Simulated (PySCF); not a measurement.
A structure optimised at B3LYP-D3(BJ)/def2-SVP, used in a PySCF frequency run:

```xyz
4

Si     0.4989     0.7222     0.0000
Br    -0.0548    -0.4152    -1.8475
Br    -0.0548    -0.4152     1.8475
F     -0.3502     2.1059     0.0000
```
Charge 0, spin multiplicity 2.

Task: Write its SMILES, formula and point group.

Result: F[Si](Br)Br, Br2FSi, Cs

Task: What are its rotational constants (standard atomic weights)?

Result: 3.7141, 0.91022, 0.75237 GHz
